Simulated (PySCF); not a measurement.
A TDDFT job, as run on `CO/C(F)=C/S(C)(=O)=O`.

Theory: TDDFT CAM-B3LYP/def2-SVPD, vertical, gas phase, core orbitals frozen in the response in PySCF.

Input of the driver that calls PySCF (job settings, then Cartesian coordinates in Å):

```
{"job": {"kind": "uv", "xc": "CAM-B3LYP", "basis": "def2-SVPD", "ip": true}, "charge": 0, "multiplicity": 1}
C      3.1471     0.2844     0.2182
O      1.9937     0.3804    -0.6045
C      0.8449    -0.0837    -0.1652
F      0.8562    -0.4422     1.1014
C     -0.2576    -0.1672    -0.9280
S     -1.7865    -0.8218    -0.3643
C     -2.5822     0.5366     0.4781
O     -1.5401    -1.8570     0.6341
O     -2.5689    -1.0982    -1.5638
H      3.9627     0.7243    -0.3659
H      3.0170     0.8461     1.1544
H      3.3824    -0.7649     0.4500
H     -0.2211     0.1392    -1.9723
H     -1.9811     0.8260     1.3492
H     -2.7122     1.3690    -0.2245
H     -3.5591     0.1468     0.7964
```

The self-consistent field part of the output:

```
coarse grid: 14656 points
cycle   1  E = -879.1501594158  dE =  2.207e+00  |g| = 1.307e+00  |ddm| = 6.310e+00
cycle   2  E = -878.7328461902  dE =  4.173e-01  |g| = 2.026e+00  |ddm| = 3.717e+00
cycle   3  E = -879.4797513991  dE = -7.469e-01  |g| = 1.785e-01  |ddm| = 2.411e+00
cycle   4  E = -879.4853911551  dE = -5.640e-03  |g| = 7.495e-02  |ddm| = 3.823e-01
cycle   5  E = -879.4866429960  dE = -1.252e-03  |g| = 1.338e-02  |ddm| = 1.251e-01
cycle   6  E = -879.4866814924  dE = -3.850e-05  |g| = 4.114e-03  |ddm| = 2.948e-02
cycle   7  E = -879.4866858063  dE = -4.314e-06  |g| = 1.427e-03  |ddm| = 7.855e-03
final grid: 139416 points
cycle   8  E = -879.6189274788  dE = -3.466e-05  |g| = 3.667e-03  |ddm| = 9.033e-02
cycle   9  E = -879.6189269528  dE =  5.259e-07  |g| = 4.213e-03  |ddm| = 1.246e-02
cycle  10  E = -879.6189303980  dE = -3.445e-06  |g| = 7.335e-04  |ddm| = 4.767e-03
cycle  11  E = -879.6189304917  dE = -9.370e-08  |g| = 2.190e-04  |ddm| = 9.822e-04
cycle  12  E = -879.6189305008  dE = -9.137e-09  |g| = 9.714e-05  |ddm| = 4.052e-04
cycle  13  E = -879.6189305025  dE = -1.702e-09  |g| = 1.969e-05  |ddm| = 1.138e-04
cycle  14  E = -879.6189305026  dE = -8.231e-11  |g| = 8.073e-06  |ddm| = 3.904e-05
converged SCF energy = -879.6189305026
```

Task: What follows in the output?

Result: 
```
Static polarisability (au): isotropic 84.079, principal 68.609 73.033 110.595

Singlet excitations
state   eV       nm        f      main configurations
  1   6.5868    188.2   0.46834   H->L 0.90
  2   6.7417    183.9   0.03966   H->L+1 0.86
  3   6.8602    180.7   0.07838   H-1->L 0.85
  4   7.2628    170.7   0.00411   H-2->L 0.86
  5   7.6657    161.7   0.00214   H->L+5 0.35, H->L+6 0.21, H->L+3 0.10
  6   7.6964    161.1   0.00365   H-3->L 0.78
  7   7.8898    157.1   0.01653   H->L+2 0.42, H-1->L+1 0.31, H-1->L+2 0.09
  8   7.9169    156.6   0.00986   H->L+2 0.28, H-1->L+1 0.27, H-1->L+2 0.12
  9   8.0416    154.2   0.00317   H->L+3 0.38, H-4->L 0.15, H->L+4 0.13
 10   8.0498    154.0   0.00612   H-4->L 0.68

Triplet excitations (Tamm-Dancoff, eV): 4.2311 6.5517 6.5858 6.9318
Vertical ionisation energy (delta-SCF) = 9.7488 eV
```

The SCF starts on a coarse grid; the energy jumps when the final grid takes over, and dE counts afresh there. The run used 255 basis functions and 14 SCF iterations for the ground state.

The run took 6.8 min of wall time on Arm Neoverse V1, one thread (shared host).

Task: What transition dipole does the oscillator strength of state 1, the strongest, imply?

Result: From f = (2/3)·ΔE·|μ|² in atomic units, ΔE = 0.2421 Eh and f = 0.4683 give |μ| = 1.70 au (4.33 D).

Isolated species at its PBE0-D3(BJ)/def2-SVP geometry (one conformer only).
